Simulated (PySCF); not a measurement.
## Predicted spectroscopic data

- PBE0-D3(BJ)/def2-SVP structure
- NMR shieldings at PBE0/pcSseg-1/GIAO
- J: B3LYP/pcJ-1 (spin–dipole term left out of most H,H and C,H couplings)
- program: PySCF 2.14.0 with density-fitted response routines
- rapidly exchanging positions averaged, in vacuum, relativity neglected, single conformer

Chemical shifts δ = σref − σ; ¹H, ¹³C against TMS, all at this level. Multiplet labels drop J under 1 Hz and among equivalent protons, and merge close values. Unscaled 3J(H,H) run several per cent high. Carbons bonded to boron are broad in practice. Shifts are as computed. Against solution values, carbons near 30 ppm lie about +2 ppm off and those near 130 ppm about +5 ppm. Of 1309 compounds with measured shifts, 239 miss one by over three times the rms of a fit or turn the order of signals round; such compounds aren't used in these exercises.

**1.** `CC=C=CB(C)C`, C6H11B. ¹H NMR (600 MHz, computed): δ 5.80 (dq, J = 7.8, 4.7 Hz, 1H), 5.20 (qd, J = 8.6, 7.8 Hz, 1H), 1.76 (dd, J = 8.6, 4.7 Hz, 3H), 0.85 (s, 6H). ¹³C{¹H} NMR (computed): δ 234.5 (C), 97.0 (CH), 85.0 (CH), 15.3 (CH3), 12.9 (CH3).

**2.** SMILES C=C/C=C/B(C)C, C6H11B. ¹H NMR (600 MHz, computed): δ 7.33 (ddt, J = 18.1, 11.7, 1.1 Hz, 1H), 6.70 (dt, J = 18.2, 11.4 Hz, 1H), 6.48 (d, J = 18.1 Hz, 1H), 5.85 (ddd, J = 18.2, 1.7, 1.0 Hz, 1H), 5.78 (dt, J = 11.1, 1.4 Hz, 1H), 0.90 (s, 6H). ¹³C{¹H} NMR (computed): δ 160.4 (CH), 148.2 (CH), 145.1 (CH), 133.4 (CH2), 12.7 (CH3).
